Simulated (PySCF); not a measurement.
These compounds are isomers of formula C7H12NP.

A. `Cc1cn(C(C)C)cp1`
B. SMILES CCc1cn(CC)cp1
C. `CN=P1(C)C=CCC=C1`

Spectrum 1. ¹³C{¹H} NMR (computed): δ 143.9 (CH), 135.7 (CH), 33.8 (CH3), 33.7 (CH2), 20.6 (CH3).

Spectrum 2. ¹³C{¹H} NMR (computed): δ 162.2 (C), 157.7 (CH), 130.3 (CH), 50.5 (CH2), 28.3 (CH2), 25.8 (CH3), 21.6 (CH3).

Spectrum 3. ¹³C{¹H} NMR (computed): δ 159.3 (CH), 154.0 (C), 126.6 (CH), 58.0 (CH), 26.3 (CH3), 18.7 (CH3).

[PySCF 2.14: σ from GIAO-PBE0/pcSseg-1; geometry: GFN2-xTB; one computed conformer; in vacuum; one averaged value for each set of equivalent atoms; relativity neglected]

Scale: ¹³C (σref 186.93) against TMS (reference shieldings calculated alike). Splittings of carbon signals by F and P are missing where no couplings were computed. Shifts are as computed. Against solution values, carbons near 30 ppm lie about +3 ppm off and those near 130 ppm about +5 ppm. Of 1211 compounds with measured shifts, 218 miss one by over three times the rms of a fit or turn the order of signals round; such compounds aren't used in these exercises.

Task: Which spectrum belongs to which compound?

Result: 1–C, 2–B, 3–A.

- Spectrum 1 (C): 5 ¹³C signals; δC 143.9 is an alkene CH; δC 135.7 is an alkene CH.
- Spectrum 2 (B): 7 ¹³C signals; δC 157.7 is an aromatic CH next to a ring nitrogen; δC 50.5 is an sp3 CH2 bonded to N.
- Spectrum 3 (A): 6 ¹³C signals; δC 159.3 is an aromatic CH next to a ring nitrogen; δC 58.0 is an sp3 CH bonded to N.
